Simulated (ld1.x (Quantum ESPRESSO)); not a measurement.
Before and after: TM potential for Cu

Cu, norm-conserving Troullier–Martins (Kleinman–Bylander form), made with ld1.x (Quantum ESPRESSO) 7.5 (PBE, scalar-relativistic). Core [Ar], reference 3d10 4s1 4p0. Waves: 4s (bound): rc 1.75 bohr; 4p (bound, empty): rc 2.60 bohr; 3d (bound): rc 1.30 bohr. Local part: all-electron potential smoothed inside 1.65 bohr (lloc = -1). Core correction: a·sin(br)/r model core inside 1.15 bohr.

All-electron outer shells of the reference configuration (PBE, scalar-relativistic, ld1.x):

| shell | level (eV) | outermost node (bohr) | outermost maximum (bohr) |
| --- | --- | --- | --- |
| 3s | -114.70 | 0.29 | 0.61 |
| 3p | -72.14 | 0.26 | 0.62 |
| 3d | -5.04 | – | 0.60 |
| 4s | -4.61 | 0.89 | 2.27 |
| 4p | -0.70 | 0.97 | 3.65 |

Change: wave 3d (bound): rc 1.30 bohr becomes 3d (bound): rc 1.66 bohr.

Cutoffs: the cutoffs (Ry, on a coarse ladder) from which the occupation-weighted sum of valence levels, in a spherical-Bessel basis at the reference potential, stays within 10 and 1 mRy of its value at 400 Ry; they do not see the model core or the augmentation charge, which bear on the density cutoff. Errors are all-electron minus pseudo energies relative to the spin-unpolarised reference configuration.

What does the change do?

The potential gets softer (160 Ry and 300 Ry → 110 Ry and 180 Ry); the number of tests that count goes from 6 to 7; of the 6 tests that both files solve, the error grows in 0 and shrinks in 6 by more than 15 % and 0.3 meV (median size 35.4 → 25.2 meV); neither file shows a bound ghost at the reference potential, the only one tested. A larger radius leaves more room for a smooth pseudo-wave, so fewer plane waves are needed. That the errors move this way runs against the usual rule that smaller radii transfer better.

| quantity | base | changed |
| --- | --- | --- |
| cutoff, loose | 160 Ry | 110 Ry |
| cutoff, tight | 300 Ry | 180 Ry |
| loose cutoff by channel (10 mRy a level) | s 8 Ry, d 140 Ry | s 8 Ry, d 90 Ry |
| bound ghosts | none | none |
| tests counted (converged, no solver errors) | 6 of 7 | 7 of 7 |
| error for 3d10 4s0 4p0, meV [ΔE 8.15 eV] | -15 | -8.7 |
| error for 3d8 4s0 4p0, meV [ΔE 68.50 eV] | -566 | -478 |
| error for 3d9 4s1 4p0, meV [ΔE 11.58 eV] | -56 | -42 |
| error for 3d10 4s0.5 4p0, meV [ΔE 3.16 eV] | -3.1 | -1.8 |
| error for 3d7 4s0 4p0, meV [ΔE 128.21 eV] | -1881 | -1280 |
| error for 3d10 4s0 4p1, meV [ΔE 4.14 eV] | -4.3 | -2.0 |
| s: phases at 2.86 bohr within 0.05 rad from the reference energy up to (Ry; the scan ends near 5) | 1.1 | 1.1 |
| p: phases at 2.86 bohr within 0.05 rad from the reference energy up to (Ry; the scan ends near 5) | 2.2 | 2.2 |
| d: phases at 2.86 bohr within 0.05 rad from the reference energy up to (Ry; the scan ends near 5) | 1.1 | 1.0 |

Base: Tests not counted: 3d9 4s0 4p0 (solver errors, printed error -69 meV). These tests converged, but a pseudo level misses the all-electron one widely, so the file describes the atom poorly there or has found another state: 3d7 4s0 4p0: empty 4s by 6.2 eV (a node warning on the way). Changed file: These tests converged, but a pseudo level misses the all-electron one widely, so the file describes the atom poorly there or has found another state: 3d7 4s0 4p0: empty 4s by 5.9 eV (a node warning on the way).
